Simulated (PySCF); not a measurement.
Isomers of C6H8O2, one GFN2-xTB conformer each. Single-point energies are computed at PBE0/def2-SVPD (PySCF, gas phase, no added dispersion term), electronic only.

Task: Rank them by PBE0/def2-SVPD energy, lowest first (kcal/mol).
A. `[CH3:1][O:2][C:3](=[O:4])[CH:5]=[C:6]1[CH2:7][CH2:8]1` with C1–O2–C3–O4 0°, O2–C3–C5–C6 180°
B. `[O:1]=[C:2]1[CH:3]=[CH:4][C@H:5]([OH:6])[CH2:7][CH2:8]1` with C4–C5–O6–H -178°, O1–C2–C3–C4 179°, C3–C4–C5–O6 151°, C4–C5–C7–C8 -54°, C5–C7–C8–C2 57°
C. `[OH:1][CH2:2][C:3]1=[CH:4][CH2:5][CH:6]=[CH:7][O:8]1` with H–O1–C2–C3 -51°, O1–C2–C3–C4 -119°

Result: B (0.0), C (20.2), A (26.3).

As drawn, the lowest has an O–H bond, which the highest lacks; the highest has a three-membered ring and a C(=O)–O unit, which the lowest lacks. GFN2-xTB itself gives, in the same order: 0.0, 7.3, 13.7. Both levels put the same isomer lowest; measured from each level's own lowest isomer, the values differ by up to 12.9 kcal/mol (OCC1=CCC=CO1: 7.3 against 20.2).

Task: Which frontier levels, dipoles and rotational constants go with these structures?

Result: 
```json
{"SMILES": "O=C1C=C[C@H](O)CC1", "HOMO (eV, PBE0/def2-SVPD)": "-7.29", "LUMO (eV)": "-1.71", "dipole (D)": "3.73", "A, B, C (MHz)": "4774, 1490, 1189"}
{"SMILES": "OCC1=CCC=CO1", "HOMO (eV, PBE0/def2-SVPD)": "-6.33", "LUMO (eV)": "-0.09", "dipole (D)": "2.11", "A, B, C (MHz)": "4547, 1511, 1209"}
{"SMILES": "COC(=O)C=C1CC1", "HOMO (eV, PBE0/def2-SVPD)": "-7.87", "LUMO (eV)": "-1.21", "dipole (D)": "1.47", "A, B, C (MHz)": "7193, 1027, 914.9"}
```

Task: As an exercise, what shares would exp(−E/RT) give at 2000 K from these electronic energies alone (no entropy, no degeneracies)?

Result: RT = 3.974 kcal/mol: O=C1C=C[C@H](O)CC1 99.2 %, OCC1=CCC=CO1 0.6 %, COC(=O)C=C1CC1 0.1 %.
